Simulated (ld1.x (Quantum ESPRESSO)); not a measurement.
# silver (Ag): PAW pseudisation with PBEsol, scalar-relativistic reference atom.

```
Element                 : Ag (Z = 47)
Generator               : ld1.x (Quantum ESPRESSO) 7.5
Type                    : PAW
Functional              : PBEsol
Relativity              : scalar-relativistic
Frozen core             : [Ar] 3d10
Valence charge          : 19
Reference configuration : 4s2 4p6 4d10 5s1 5p0
Partial waves           : 4s (bound): rcut 1.45, rcutus 1.90 bohr; 5s (bound): rcut 1.45, rcutus 1.90 bohr; 4p (bound): rcut 1.40, rcutus 1.70 bohr; 5p (bound, empty): rcut 1.40, rcutus 1.70 bohr; 4d (bound): rcut 1.20, rcutus 2.00 bohr; 4d channel at 0.65 Ry: rcut 1.20, rcutus 2.00 bohr
Local potential         : all-electron potential smoothed inside 1.55 bohr (lloc = -1)
Core correction         : a·sin(br)/r model core, default radius (core density twice the valence density)
Augmentation charge     : GAUSS, radius 1.35 bohr
```

All-electron outer shells of the reference configuration (PBEsol, scalar-relativistic, ld1.x):

```
shell  level (eV)  outermost node (bohr)  outermost maximum (bohr)
   3p     -557.22                   0.15                      0.32
   3d     -358.49                      –                      0.27
   4s      -94.97                   0.44                      0.82
   4p      -58.51                   0.44                      0.87
   4d       -7.45                   0.43                      1.04
   5s       -4.42                   1.11                      2.49
   5p       -0.67                   1.25                      3.76
```

Q: Is the overlap operator S = 1 + Σ q|β⟩⟨β| positive definite (Bessel basis up to 400 Ry)?

A: No: its lowest eigenvalue is -55.818, in the p channel, so the generalised eigenproblem breaks down once the basis is large enough.

Its largest configuration-test error is -8.7 meV (4s2 4p6 4d10 5s0 5p0). Test run stopped at test 3 of 7 (negative rho), 1 before it not solved. Not counted: 4s2 4p6 4d9 5s0 5p0 (solver errors, printed error -3002 eV).

The ghost test of this file was not conclusive. Its overlap operator is not positive definite in a basis up to 400 Ry (lowest eigenvalue s -0.02, p -55.82), so the file is unfit for use: the generalised eigenproblem breaks down once the basis is large enough, and its test numbers describe a broken file.
